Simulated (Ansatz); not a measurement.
The cluster TiAl₉. Total charge 0; doublet. Geometry PBE-D4/def2-SVP; atoms count from 1.

```xyz
10

Ti    2.1613    1.1531    0.1080
Al    1.9872   -0.5482   -2.0004
Al   -0.2971    2.1536    1.1404
Al   -0.9447   -0.8122    1.1601
Al   -2.6013    1.1933    0.3996
Al    1.1665    0.3706    2.3635
Al   -0.2882   -2.0726   -1.3657
Al    1.4781   -1.3668    0.4390
Al   -0.1573    0.6619   -0.9834
Al   -2.5044   -0.7327   -1.2611
```

The charge 0 doublet is spin-contaminated (final ⟨S²⟩ up to 1.58, 0.75 for a pure state). The structure comes from a short search, and lower isomers may exist.

Estimate the Mulliken populations from the PBE0/def2-TZVP orbitals of Ansatz.


| atom | charge (e) | spin (α − β) | d electrons |
| --- | --- | --- | --- |
| Ti1 | 0.12 | 1.94 | 2.75 |
| Al2 | -0.03 | -0.20 | – |
| Al3 | -0.04 | -0.04 | – |
| Al4 | -0.02 | -0.22 | – |
| Al5 | 0.03 | -0.08 | – |
| Al6 | -0.02 | 0.08 | – |
| Al7 | 0.00 | -0.12 | – |
| Al8 | -0.03 | -0.17 | – |
| Al9 | -0.01 | -0.13 | – |
| Al10 | 0.01 | -0.06 | – |
Mulliken values and Mayer orders depend strongly on the basis.

Where does the spin sit?

Summed by element: Ti 1.94, Al -0.94, of 1 unpaired in all. Largest on single atoms: Ti1 1.94, Al4 -0.22, Al2 -0.20.

And the Mayer bond orders between bonded heavy atoms (over 0.3)?

Ti1–Al2 0.68 (2.71 Å); Ti1–Al3 0.62 (2.85 Å); Ti1–Al6 0.81 (2.59 Å); Ti1–Al8 0.61 (2.63 Å); Ti1–Al9 0.64 (2.61 Å); Al2–Al7 0.50 (2.81 Å); Al2–Al8 0.54 (2.62 Å); Al2–Al9 0.46 (2.66 Å); Al3–Al5 0.71 (2.60 Å); Al3–Al6 0.57 (2.61 Å); Al3–Al9 0.45 (2.60 Å); Al4–Al5 0.47 (2.71 Å); Al4–Al6 0.55 (2.70 Å); Al4–Al7 0.32 (2.90 Å); Al4–Al8 0.54 (2.59 Å); Al4–Al9 0.32 (2.72 Å); Al4–Al10 0.35 (2.88 Å); Al5–Al9 0.33 (2.86 Å); Al5–Al10 0.76 (2.54 Å); Al6–Al8 0.50 (2.61 Å); Al7–Al8 0.55 (2.62 Å); Al7–Al9 0.36 (2.76 Å); Al7–Al10 0.69 (2.59 Å); Al9–Al10 0.42 (2.74 Å).
